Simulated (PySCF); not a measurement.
Species: (Me2Al-mu-F)2, C₄H₁₂Al₂F₂.
Bonds: Al1–C2, Al1–C3, Al1–F4, Al1–F8, F4–Al5, Al5–C6, Al5–C7, Al5–F8. Hydrogens: H9, H10, H11 on C2; H12, H13, H14 on C3; H15, H16, H17 on C6; H18, H19, H20 on C7.

Computed, not measured: PBE0-D3(BJ)/def2-SVP geometry optimisation, gas phase (PySCF).

(1) What internal coordinates does the optimisation give?

## Answers

(1) 
```
                   bond  length (Å)
Al1–C2 and 3 like bonds       1.944
Al1–F4 and 3 like bonds       1.853
C2–H9 and 11 like bonds       1.103
```

Bonds in one row agree within 0.01 Å and their mean is given. A selection of angles:
```
     angle  degrees
 C2–Al1–C3    128.9
 C2–Al1–F4    109.6
 F4–Al1–F8     79.9
Al1–F4–Al5    100.1
```

Torsions: C2–Al1–F4–Al5 107° (anticlinal); C2–Al1–F8–Al5 -108° (anticlinal); Al1–F4–Al5–C6 -108° (anticlinal); F4–Al5–F8–Al1 0° (synperiplanar).

Al1 (aluminium bonded to 2 C and 2 F) has angles from 79.9° to 128.9°. All 4 Al–F bonds measure 1.852 to 1.853 Å. All 4 Al–C bonds measure 1.944 Å.

No frequency check. The numbers are those of one conformer.

Time: 3.4 min wall, 8.8 min CPU; peak memory 0.82 GiB. Hardware: 2 threads of an Intel Xeon 6975P-C, on a shared host. This is the geometry optimisation.
